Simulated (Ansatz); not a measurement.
The Si1–Cl2 bond of ClH3Si (SMILES [SiH3]Cl) is stretched (multiplicity 1, the rest rigid).
Geometry at rest (charge 0, multiplicity 1):
```xyz
5

Si    -0.9909    -0.0342    -0.0269
Cl     1.0734     0.0371     0.0291
H     -1.3975    -1.0115    -1.0553
H     -1.4964     1.3105    -0.3652
H     -1.4809    -0.4500     1.3017
```

Correlated levels freeze the cores.

Codes used: Ansatz (a first-principles code). Values without a source in brackets are computed.

Energies above the point at 2.066 Å (the B3LYP-D3(BJ) bond length), FIC-MRCISD+Q on CASSCF(6,4)/cc-pV(D+d)Z (kcal/mol): 13.58 at 1.860 Å; 6.22 at 2.273 Å; 99.13 at 6.612 Å.

Q: Take the last value as the depth D of a Morse curve D(1 − e^(−a(R − R₀)))², fit a and R₀ to the two near points, and test it at 2.790 and 3.616 Å.

A: 
With D = 99.1, both near points (counted from the curve's value at 2.066 Å) are met by a = 1.46 Å⁻¹ and R₀ = 2.075 Å, so k = 2Da² = 424 kcal/(mol Å²). The curve then gives 41.6 and 79.4 kcal/mol; the level itself gives 43.0 and 85.9, so Morse is off by -1.4 and -6.5.

Doubts at one or more of the structures used: active orbitals that take no part (FIC-MRCISD+Q on CASSCF(6,4)/cc-pV(D+d)Z).
